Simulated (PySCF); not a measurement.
# Correlation energy of Bi⁻ (bismuth, charge -1)

[Xe] 4f14 5d10 6s2 6p4, high-spin 3P determinant. All numbers are calculated (PySCF 2.14, scalar relativity through the core potential, in def2-TZVPPD with the def2 core potential (60 electrons) (7s5p4d2f, 56 functions)). Frozen: 5s2 5p6 5d10; 6 electrons correlated.

| level | correlation energy (mhartree) |
| --- | --- |
| CCSD | -88.09 |
| (T) | -3.13 |
| CCSD(T) | -91.22 |

Diagnostics: T1 = 0.0086, D1 = 0.0221, largest double amplitude 0.050.

Spin-orbit coupling is strong in this species (close to jj coupling), so the high-spin LS determinant is a model state, not a physical level.

Cost of the coupled-cluster step: about 1.2 core-seconds, for 6 correlated electrons.

Iterations:

```
CC2 = 0
CCSD nocc = (np.int64(4), np.int64(2)), nmo = (47, 47)
frozen orbitals [[0, 1, 2, 3, 4, 5, 6, 7, 8], [0, 1, 2, 3, 4, 5, 6, 7, 8]]
max_cycle = 100
direct = 0
conv_tol = 1e-08
conv_tol_normt = 1e-06
diis_space = 8
diis_start_cycle = 0
Init t2, MP2 energy = -0.073807963798203
Init E_corr(UCCSD) = -0.0738079638050511
cycle = 1  E_corr(UCCSD) = -0.0846750809285986  dE = -0.0108671171  norm(t1,t2) = 0.0454094
cycle = 2  E_corr(UCCSD) = -0.0870494571329133  dE = -0.0023743762  norm(t1,t2) = 0.0149497
cycle = 3  E_corr(UCCSD) = -0.088133350104999  dE = -0.00108389297  norm(t1,t2) = 0.00638952
cycle = 4  E_corr(UCCSD) = -0.0880926420522426  dE = 4.07080528e-05  norm(t1,t2) = 0.00133352
cycle = 5  E_corr(UCCSD) = -0.0880915721084835  dE = 1.06994376e-06  norm(t1,t2) = 0.000401501
cycle = 6  E_corr(UCCSD) = -0.088093320385809  dE = -1.74827733e-06  norm(t1,t2) = 0.000130668
cycle = 7  E_corr(UCCSD) = -0.0880933921724057  dE = -7.17865967e-08  norm(t1,t2) = 5.05031e-05
cycle = 8  E_corr(UCCSD) = -0.0880934925860917  dE = -1.00413686e-07  norm(t1,t2) = 1.3738e-05
cycle = 9  E_corr(UCCSD) = -0.0880934352083004  dE = 5.73777913e-08  norm(t1,t2) = 2.53452e-06
cycle = 10  E_corr(UCCSD) = -0.0880934499955984  dE = -1.47872981e-08  norm(t1,t2) = 5.61629e-07
cycle = 11  E_corr(UCCSD) = -0.0880934517566462  dE = -1.76104772e-09  norm(t1,t2) = 1.60568e-07
UCCSD converged
E(UCCSD) = -213.6702417917174  E_corr = -0.08809345175664617
UCCSD(T) correction = -0.00312689683329488
```

Spin-orbit coupling is strong in this species, so the high-spin LS determinant is a model state.
